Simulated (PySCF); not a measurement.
PySCF input (M06-2X/def2-TZVPD):

```python
from pyscf import gto, scf, dft

mol = gto.M(
    atom='''
    Al    0.16058900   -0.13388543    0.12686886
    C     1.81456051   -0.03616531   -0.84181887
    H     2.59234160   -0.61296388   -0.33775750
    H     2.17174867    0.99389077   -0.92711551
    H     1.71289995   -0.43551091   -1.85476638
    C    -0.79727111   -0.81196395    1.64549996
    H    -1.64511756   -1.43295094    1.34316572
    H    -1.18626884   -0.00354927    2.27081659
    H    -0.14621873   -1.42640506    2.27024856
    O    -1.09573565    0.91353108   -0.86565535
    H    -0.90078373    1.38609555   -1.69025210
    H    -2.02410954    1.05243137   -0.62047814
    ''',
    basis='def2-tzvpd',
    charge=1,
    spin=0,
    verbose=4,
)

mf = dft.RKS(mol, xc='m062x').density_fit(auxbasis='def2-universal-jkfit')
mf.grids.level = 4
mf.conv_tol = 1e-9
mf.max_cycle = 100
mf.max_memory = 1500
mf.kernel()
if not mf.converged:
    mf = mf.newton()
    mf.kernel(mf.make_rdm1())
mf.analyze()
```

Output:

```
PySCF version 2.14.0

[INPUT] verbose = 4
[INPUT] num. atoms = 12
[INPUT] num. electrons = 40
[INPUT] charge = 1
[INPUT] spin (= nelec alpha-beta = 2S) = 0
[INPUT] symmetry False subgroup None
[INPUT] Mole.unit = angstrom
[INPUT] Symbol           X                Y                Z      unit          X                Y                Z       unit  Magmom
[INPUT]  1 Al     0.160589000000  -0.133885430000   0.126868860000 AA    0.303469228618  -0.253006794770   0.239747399136 Bohr   0.0
[INPUT]  2 C      1.814560510000  -0.036165310000  -0.841818870000 AA    3.429022400351  -0.068342531110  -1.590807110791 Bohr   0.0
[INPUT]  3 H      2.592341600000  -0.612963880000  -0.337757500000 AA    4.898815645317  -1.158333857451  -0.638269171518 Bohr   0.0
[INPUT]  4 H      2.171748670000   0.993890770000  -0.927115510000 AA    4.104010197688   1.878181353033  -1.751994399736 Bohr   0.0
[INPUT]  5 H      1.712899950000  -0.435510910000  -1.854766380000 AA    3.236911784281  -0.822996344160  -3.505000483251 Bohr   0.0
[INPUT]  6 C     -0.797271110000  -0.811963950000   1.645499960000 AA   -1.506624044928  -1.534389488520   3.109544262383 Bohr   0.0
[INPUT]  7 H     -1.645117560000  -1.432950940000   1.343165720000 AA   -3.108821631113  -2.707884826538   2.538215350704 Bohr   0.0
[INPUT]  8 H     -1.186268840000  -0.003549270000   2.270816590000 AA   -2.241723217705  -0.006707148242   4.291221434219 Bohr   0.0
[INPUT]  9 H     -0.146218730000  -1.426405060000   2.270248560000 AA   -0.276313353982  -2.695514906094   4.290148013088 Bohr   0.0
[INPUT] 10 O     -1.095735650000   0.913531080000  -0.865655350000 AA   -2.070640283422   1.726323547478  -1.635851529765 Bohr   0.0
[INPUT] 11 H     -0.900783730000   1.386095550000  -1.690252100000 AA   -1.702234547164   2.619340971978  -3.194113550471 Bohr   0.0
[INPUT] 12 H     -2.024109540000   1.052431370000  -0.620478140000 AA   -3.825012676719   1.988807054201  -1.172533750880 Bohr   0.0

nuclear repulsion = 161.514815484014
number of shells = 95
number of NR pGTOs = 316
number of NR cGTOs = 229
basis = def2-tzvpd
ecp = {}

******** <class 'pyscf.df.df_jk.DFRKS'> ********
method = DFRKS
initial guess = minao
damping factor = 0
level_shift factor = 0
DIIS = <class 'pyscf.scf.diis.CDIIS'>
diis_start_cycle = 1
diis_space = 8
diis_damp = 0
SCF conv_tol = 1e-09
SCF conv_tol_grad = None
SCF max_cycles = 100
direct_scf = False
XC library pyscf.dft.libxc version 7.1.2
    S. Lehtola, C. Steigemann, M. J. T. Oliveira, and M. A. L. Marques,  SoftwareX 7, 1–5 (2018)
XC functionals = m062x
    Y. Zhao and D. G. Truhlar,  Theor. Chem. Acc. 120, 215 (2008)
    Y. Zhao and D. G. Truhlar,  Theor. Chem. Acc. 120, 215 (2008)
radial grids:
    Treutler-Ahlrichs [JCP 102, 346 (1995); DOI:10.1063/1.469408] (M4) radial grids

becke partition: Becke, JCP 88, 2547 (1988); DOI:10.1063/1.454033
pruning grids: <function nwchem_prune>
grids dens level: 4
symmetrized grids: False
atomic radii adjust function: <function treutler_atomic_radii_adjust>
small_rho_cutoff = 0
Set gradient conv threshold to 3.16228e-05
Initial guess from minao.
tot grids = 239832
[...]
cycle= 9 E= -398.460558998085  delta_E= -1.76e-10  |g|= 2.6e-06  |ddm|= 6.5e-05
  HOMO = -0.516813381940274  LUMO = -0.183390333118986  gap/eV = 9.07290
Extra cycle  E= -398.460558998091  delta_E= -6.03e-12  |g|= 1.37e-06  |ddm|= 1.02e-05
converged SCF energy = -398.460558998091
**** SCF Summaries ****
Total Energy =                        -398.460558998091415
Nuclear Repulsion Energy =             161.514815484014434
One-electron Energy =                 -860.978696499028842
Two-electron Energy =                  301.003322016922993
Two-electron Coulomb Energy =          341.816277388444064
DFT Exchange-Correlation Energy =      -40.812955371521085
HOMO-LUMO gap [eV] =                     9.072903289441369
**** MO energy ****
MO #1   energy= -57.0444884302327  occ= 2
MO #2   energy= -19.9259342561125  occ= 2
MO #3   energy= -10.6760932610095  occ= 2
MO #4   energy= -10.6760880066864  occ= 2
MO #5   energy= -4.57622520968818  occ= 2
MO #6   energy= -3.08156383819724  occ= 2
MO #7   energy= -3.07971035974495  occ= 2
MO #8   energy= -3.07451815042661  occ= 2
MO #9   energy= -1.43127403374267  occ= 2
MO #10  energy= -0.942462908153931 occ= 2
MO #11  energy= -0.934487889209994 occ= 2
MO #12  energy= -0.904585835284348 occ= 2
MO #13  energy= -0.832019886629546 occ= 2
MO #14  energy= -0.707270856057619 occ= 2
MO #15  energy= -0.626686995629682 occ= 2
MO #16  energy= -0.625816184859834 occ= 2
MO #17  energy= -0.622201215399662 occ= 2
MO #18  energy= -0.619937467132819 occ= 2
MO #19  energy= -0.583446885718888 occ= 2
MO #20  energy= -0.516813381940274 occ= 2
MO #21  energy= -0.183390333118986 occ= 0
MO #22  energy= -0.17624092557756  occ= 0
MO #23  energy= -0.14017483894602  occ= 0
MO #24  energy= -0.11760413812969  occ= 0
MO #25  energy= -0.0889392594742233 occ= 0
MO #26  energy= -0.0855599976746789 occ= 0
MO #27  energy= -0.073143207871659 occ= 0
MO #28  energy= -0.0711397425094318 occ= 0
MO #29  energy= -0.0609505496221061 occ= 0
MO #30  energy= -0.0590375165553457 occ= 0
MO #31  energy= -0.0560109766703001 occ= 0
MO #32  energy= -0.0542024788198787 occ= 0
MO #33  energy= -0.028268310613497 occ= 0
MO #34  energy= -0.0257415101073354 occ= 0
MO #35  energy= -0.0165844265243932 occ= 0
MO #36  energy= -0.0131079144921796 occ= 0
MO #37  energy= 0.00086254560400334 occ= 0
MO #38  energy= 0.00478185062199279 occ= 0
MO #39  energy= 0.0107991802285263 occ= 0
MO #40  energy= 0.0235069171629702 occ= 0
MO #41  energy= 0.0378007858070094 occ= 0
MO #42  energy= 0.0466379305956953 occ= 0
MO #43  energy= 0.0616450994987544 occ= 0
MO #44  energy= 0.0641265214682684 occ= 0
MO #45  energy= 0.0704896905991434 occ= 0
MO #46  energy= 0.0777217249394084 occ= 0
MO #47  energy= 0.0835975846614542 occ= 0
MO #48  energy= 0.0904822649418701 occ= 0
MO #49  energy= 0.0994655395846083 occ= 0
MO #50  energy= 0.0995610709495258 occ= 0
MO #51  energy= 0.109215751081747  occ= 0
MO #52  energy= 0.125344336961808  occ= 0
MO #53  energy= 0.128939464828415  occ= 0
MO #54  energy= 0.1353211295161    occ= 0
MO #55  energy= 0.140358587561814  occ= 0
MO #56  energy= 0.145598324083358  occ= 0
MO #57  energy= 0.145945618988767  occ= 0
MO #58  energy= 0.156854960845689  occ= 0
MO #59  energy= 0.160290649513295  occ= 0
MO #60  energy= 0.170959724189528  occ= 0
MO #61  energy= 0.182187185598467  occ= 0
MO #62  energy= 0.182789311848824  occ= 0
MO #63  energy= 0.184434517133445  occ= 0
MO #64  energy= 0.190988655364183  occ= 0
MO #65  energy= 0.196286300568423  occ= 0
MO #66  energy= 0.216472462226011  occ= 0
MO #67  energy= 0.217478115612321  occ= 0
MO #68  energy= 0.224529038859341  occ= 0
MO #69  energy= 0.226590236508707  occ= 0
MO #70  energy= 0.22687157722792   occ= 0
MO #71  energy= 0.230353265842989  occ= 0
MO #72  energy= 0.240811346986227  occ= 0
MO #73  energy= 0.246060209851985  occ= 0
MO #74  energy= 0.261625271856522  occ= 0
MO #75  energy= 0.271771980735698  occ= 0
MO #76  energy= 0.289432952239388  occ= 0
MO #77  energy= 0.291425818460235  occ= 0
MO #78  energy= 0.306276936354445  occ= 0
MO #79  energy= 0.315032262695701  occ= 0
MO #80  energy= 0.32006273405112   occ= 0
MO #81  energy= 0.346515821194584  occ= 0
MO #82  energy= 0.349368779867641  occ= 0
MO #83  energy= 0.35028970649914   occ= 0
MO #84  energy= 0.377040030627537  occ= 0
MO #85  energy= 0.377169993441998  occ= 0
MO #86  energy= 0.377915399907162  occ= 0
MO #87  energy= 0.378670864339715  occ= 0
MO #88  energy= 0.402556246731375  occ= 0
MO #89  energy= 0.415573878163629  occ= 0
MO #90  energy= 0.428349782557825  occ= 0
MO #91  energy= 0.431962078364346  occ= 0
MO #92  energy= 0.434389831236782  occ= 0
MO #93  energy= 0.465299851915076  occ= 0
MO #94  energy= 0.481563475883704  occ= 0
MO #95  energy= 0.495181416971706  occ= 0
MO #96  energy= 0.531149705138103  occ= 0
MO #97  energy= 0.534600414503869  occ= 0
MO #98  energy= 0.545215482372385  occ= 0
MO #99  energy= 0.562700329668469  occ= 0
MO #100 energy= 0.568697989405028  occ= 0
MO #101 energy= 0.578383025985334  occ= 0
MO #102 energy= 0.595377330557331  occ= 0
MO #103 energy= 0.616404650749854  occ= 0
MO #104 energy= 0.622285701883662  occ= 0
MO #105 energy= 0.64345340510403   occ= 0
MO #106 energy= 0.663709508687265  occ= 0
MO #107 energy= 0.664667963761521  occ= 0
[...]
```

It need not be the lowest isomer of its formula.
